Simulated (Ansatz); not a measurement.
PBE exchange is replaced step by step with exact exchange (0 % is PBE, 25 % PBE0; no dispersion term), basis def2-TZVPD, Ansatz. System: the cluster Pd2H⁻. The state is a singlet with charge -1. Geometry: r2SCAN-D4/def2-TZVPD, each spin state at its own.

Geometry of the singlet:

```tsv
atom	x (Å)	y (Å)	z (Å)
Pd1	-1.5532	-0.4066	-0.7364
Pd2	0.3753	0.8273	0.2024
H3	1.1780	-0.4207	0.5340
```

In the def2 sets Pd takes a core potential; there is no spin–orbit coupling. At PBE-D4/def2-TZVPD, PBE with 5 % exact exchange/def2-TZVPD, PBE with 10 % exact exchange/def2-TZVPD, PBE with 15 % exact exchange/def2-TZVPD and others the highest occupied level of the charge -1 singlet lies above zero (up to 1.22 eV). By energy differences its removal costs 1.67 eV (vertical, to the charge 0 doublet, at PBE-D4/def2-TZVPD), and other spins of that charge weren't run; a positive level beside a positive removal energy at the same level points to self-interaction error. At PBE-D4/def2-TZVPD, PBE with 5 % exact exchange/def2-TZVPD, PBE with 10 % exact exchange/def2-TZVPD, PBE with 15 % exact exchange/def2-TZVPD and others the highest occupied level of the charge -1 triplet lies above zero (up to 0.75 eV). It is a level of α spin, whose loss leaves a doublet; that state wasn't run at this geometry and level. The electron is either unbound and held by the finite basis, or the level is raised by self-interaction error. At PBE-D4/def2-TZVPD, PBE with 5 % exact exchange/def2-TZVPD, PBE with 10 % exact exchange/def2-TZVPD, PBE with 15 % exact exchange/def2-TZVPD and others the highest occupied level of the charge -1 quintet lies above zero (up to 1.28 eV). It is a level of α spin, whose loss leaves a quartet; that state wasn't run at this geometry and level. The electron is either unbound and held by the finite basis, or the level is raised by self-interaction error. The structure comes from a short search, and lower isomers may exist.

```json
{"exact exchange (%)": "0", "HOMO (eV)": "1.22", "LUMO (eV)": "1.70", "gap (eV)": "0.48", "triplet − singlet (kJ/mol)": "34.6", "quintet − singlet (kJ/mol)": "228.4"}
{"exact exchange (%)": "5", "HOMO (eV)": "1.02", "LUMO (eV)": "1.88", "gap (eV)": "0.86", "triplet − singlet (kJ/mol)": "34.0", "quintet − singlet (kJ/mol)": "227.5"}
{"exact exchange (%)": "10", "HOMO (eV)": "0.83", "LUMO (eV)": "2.04", "gap (eV)": "1.22", "triplet − singlet (kJ/mol)": "33.0", "quintet − singlet (kJ/mol)": "226.8"}
{"exact exchange (%)": "15", "HOMO (eV)": "0.64", "LUMO (eV)": "2.21", "gap (eV)": "1.57", "triplet − singlet (kJ/mol)": "31.5", "quintet − singlet (kJ/mol)": "226.1"}
{"exact exchange (%)": "25", "HOMO (eV)": "0.29", "LUMO (eV)": "2.53", "gap (eV)": "2.23", "triplet − singlet (kJ/mol)": "27.8", "quintet − singlet (kJ/mol)": "210.5"}
{"exact exchange (%)": "35", "HOMO (eV)": "-0.04", "LUMO (eV)": "2.83", "gap (eV)": "2.87", "triplet − singlet (kJ/mol)": "23.5", "quintet − singlet (kJ/mol)": "192.4"}
{"exact exchange (%)": "50", "HOMO (eV)": "-0.50", "LUMO (eV)": "3.25", "gap (eV)": "3.75", "triplet − singlet (kJ/mol)": "16.4", "quintet − singlet (kJ/mol)": "163.0"}
```

The spin gap doesn't follow a straight line here, which points to a change of state along the sweep.
